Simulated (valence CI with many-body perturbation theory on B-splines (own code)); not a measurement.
# Questions on W⁶⁶⁺

Method: valence CI with perturbative core correlation (CI+MBPT): six valence electrons over a frozen Dirac-Fock core [He], a basis of 9 s, 9 p, 8 d, 6 f, 3 g, 1 h functions for each j, with the one-electron correlation potential Σ1 (screened to all orders), the two-electron term Σ2, the three-electron term Σ3, Breit, model QED; selected single and double excitations, second order for the rest, scaled by the run's own slope (own B-spline code, finite nucleus).

The last digits are not significant, and no measured levels were compared; by estimate large intervals hold to a few tenths of a per cent, small ones and those within an open d or f shell to about a per cent. Among the levels kept, up to 2300 cm⁻¹ of a level comes from second order outside the variational space, and about a tenth of that is noise between levels of different J, which matters for small intervals.

Levels are named by their leading jj configuration (3d3/2^4 stands for four electrons in 3d with j = 3/2), which in mixed levels can hold well under half, so a name can repeat and another be missing.

Rates and lifetimes use the calculated energies. Strong lines usually hold to 10 to 20 %, long lifetimes can be off by a factor of two.

Question: What is the ground level?

Answer: (2s^2 2p1/2^2 2p3/2^2) J=2, composition 68 % 2s2 2p4 3P + 32 % 2s2 2p4 1D, g = 1.305.

Question: What are the static dipole polarisabilities of the lowest levels?

Answer: (2s^2 2p1/2^2 2p3/2^2) J=2 6.00e-05 (tensor 1.2e-06); (2s^2 2p1/2^2 2p3/2^2) J=0 5.84e-05 bohr³, of which the core gives 2.19e-07.

Question: Name the longest-lived excited levels whose lifetime is computed, and their main decay.

Answer: (2s^2 2p1/2^2 2p3/2^2) J=0 at 61 eV lives 11.7 ms, mostly by E2 to (2s^2 2p1/2^2 2p3/2^2) J=2; (2s^2 2p1/2 2p3/2^3) J=2 at 1418 eV lives 78.5 ps, mostly by M1 to (2s^2 2p1/2^2 2p3/2^2) J=2; (2s^2 2p1/2 2p3/2^3) J=1 at 1399 eV lives 34.9 ps, mostly by M1 to (2s^2 2p1/2^2 2p3/2^2) J=2.

Question: How well does LS coupling describe the low levels?

Answer: Among the lowest 20 levels the leading LS term, summed over configurations, holds 59 % on average. For single configurations the figures are 59 % in LS and 100 % in jj coupling. Terms mix most in the J = 2 level at 8767 eV, where the leading one holds 26 %.

Question: What is the ionisation energy?

Answer: 16298 eV; NIST lists 16252 ± 11 eV (semi-empirical).

Question: Among levels below 10619 eV, which E1 lines absorb most strongly from the ground level?

Answer: to (2s^2 2p1/2^2 2p3/2 3d5/2) J=3 at 0.1317 nm, f = 0.835; to (2s^2 2p1/2^2 2p3/2 3d5/2) J=2 at 0.1319 nm, f = 0.268; to (2s 2p1/2^2 2p3/2^2 3p1/2) J=3 at 0.1180 nm, f = 0.153.

Question: Where does the other parity begin?

Answer: At (2s 2p1/2^2 2p3/2^3) J=2, 1806 eV.
